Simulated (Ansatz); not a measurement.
The same path of FGeH3 + H2 (7 atoms, charge 0, multiplicity 1) was run twice with different band settings. Lost on the way: Ge1–F2, H6–H7. Made: Ge1–H7, F2–H6.

The calculation used RKS LDA/def2-TZVP (Ansatz 0.2.0).

Relaxed end points:

```xyz
7
Properties=species:S:1:pos:R:3
Ge -0.884 0.088 -0.099
F 0.273 1.379 -0.280
H -0.466 -1.006 -1.094
H -0.791 -0.366 1.366
H -2.244 0.718 -0.443
H 1.942 -0.048 0.190
H 2.170 -0.764 0.359
```

```xyz
7
Properties=species:S:1:pos:R:3
Ge -0.605 -0.547 -0.124
F 1.492 1.813 0.513
H -1.054 -1.879 -0.737
H -0.842 -0.522 1.389
H -1.277 0.641 -0.816
H 1.360 0.948 0.149
H 0.927 -0.454 -0.374
```

Common settings: movable images 9; climbing image yes; spring 5.0 eV/Å²; optimiser quadratic models (default); force threshold 0.05 eV/Å; iteration limit 60; end points relaxed.

| run | start path |
| --- | --- |
| 1 | through a guess of the saddle point |
| 2 | straight line |

**Question.** What does each run give, and how far can it be trusted?

**Answer.** Run 1: converged after 9 iterations, highest image 1.426 eV above the first end. A vibrational analysis at the climbing image gives one clearly imaginary mode, 952i cm⁻¹: a first-order saddle point.
Run 2: converged after 11 iterations, highest image 1.426 eV above the first end. Another band between the same ends (9 images) ends at a top of the same energy, where a vibrational analysis finds 1 clearly imaginary mode.
The orbitals stay closed-shell, which can raise the energy where a bond breaks towards radicals; this wasn't checked here.
